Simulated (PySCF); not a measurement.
# Computed beside measured shifts

System: [C19H18P]+ (measured compound), SMILES C[P+](c1ccccc1)(c1ccccc1)c1ccccc1.

Atom-mapped SMILES (hydrogens are numbered by the atom that bears them): [CH3:1][P+:2]([c:3]1[cH:4][cH:5][cH:6][cH:7][cH:8]1)([c:9]1[cH:10][cH:11][cH:12][cH:13][cH:14]1)[c:15]1[cH:16][cH:17][cH:18][cH:19][cH:20]1

Level of theory: GIAO PBE0/pcSseg-2, gas phase, PySCF SCF with an in-house response code, fitting set def2-universal-JFIT up to Ne and JKFIT beyond, grid level 2, non-relativistic, geometry: PBE0-D3(BJ)/def2-SVP.

One optimised conformer. Values are averaged over the atoms that symmetry or fast rotation interchanges, on this one geometry and without vibrational averaging. Shifts are the reference shielding less the shielding here, at the same level (13C, 1H against isolated TMS; 31P against isolated H3PO4); nuclei without a reference have shieldings only.

**Question.** What shifts does this level give for P2, P2, and how do they compare with measurement?

**Answer.** 
```tsv
atom	nucleus	computed / ppm	measured / ppm	computed less measured	measured against	medium of the measurement
P2	31P	7.7	23	-15.3	85 % H3PO4	not stated
P2	31P	7.7	22.2	-14.5	85 % H3PO4	CDCl3
```

Computed 19F and 31P shifts carry an offset from the reference molecule (CFCl3 is hard for DFT, lone H3PO4 or PH3 isn't the 85 % acid), so differences between compounds are more accurate than the values.

Measured values: B. Maryasin, H. Zipse, Phys. Chem. Chem. Phys. 13 (2011) 5150; E. Pretsch, P. Bühlmann, M. Badertscher, Structure Determination of Organic Compounds, 4th ed., Springer 2009.
